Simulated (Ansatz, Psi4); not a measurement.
Input for Psi4:
```
memory 2 GB

molecule mol {
0 2
Cl   -0.523830   -1.716355   -0.352223
Ge    0.509805    0.011719    0.422822
Cl   -0.547906    1.694003   -0.417714
H     1.905743    0.004978   -0.441385
}

set {
  basis sto-3g
  reference uks
  scf_type pk
  puream true
  d_convergence 1e-8
  dft_radial_points 99
  dft_spherical_points 590
}

energy('pbe0')
print_variables()
```

Task: Write the same job for Ansatz (a first-principles code).

Result: This is not unique; one that fits is 
Ansatz 0.2 input:
```yaml
crystal:
  periodic: [false, false, false]
  atoms:
    - {symbol: Cl, position_ang: [-0.52382962, -1.71635521, -0.35222265]}
    - {symbol: Ge, position_ang: [0.50980526, 0.01171883, 0.42282189]}
    - {symbol: Cl, position_ang: [-0.54790634, 1.69400340, -0.41771353]}
    - {symbol: H, position_ang: [1.90574293, 0.00497817, -0.44138541]}
basis:
  gaussian:
    orbitals: STO-3G
hamiltonian:
  xc: pbe0
magnetization: {spin_polarized: true, initial_magnetization: 1}
accuracy: high
```

Both were run: Psi4 gave -2963.586664 Eh and Ansatz -2963.586668 Eh, 0.004 mEh apart.
